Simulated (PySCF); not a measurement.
# Radial density of Ga+ (gallium, charge +1)

B97-3, [Ar] 3d9 4s2 4p1, one real determinant (an excited configuration). Calculation: PySCF 2.14, in aug-cc-pVQZ-PP with ECP10MDF (7s6p5d3f2g, 89 functions); scalar relativity through the core potential. This is the valence pseudo-density: the core potential removes the inner electrons and smooths the orbitals near the nucleus.

```tsv
r (bohr)	4πr²ρ (e/bohr)	4πr²(ρα − ρβ)
0.00178	1.575e-05	0.0000
0.00299	4.323e-05	0.0000
0.00503	0.0001136	0.0000
0.00846	0.0002786	0.0000
0.0142	0.0006426	0.0000
0.0239	0.001422	0.0000
0.0403	0.004641	0.0003
0.0677	0.03747	0.0036
0.114	0.3752	0.0394
0.192	2.678	0.2616
0.322	12.69	0.9155
0.542	26.32	1.3962
0.912	12.79	0.7483
1.53	2.866	0.4394
2.58	1.155	0.4204
4.34	0.1169	0.0671
7.30	0.0009210	0.0008
```

⟨L²⟩ = 8.01 against 12 for a pure F term, so this real determinant mixes terms. Energies and moments cover only the electrons outside the core potential.
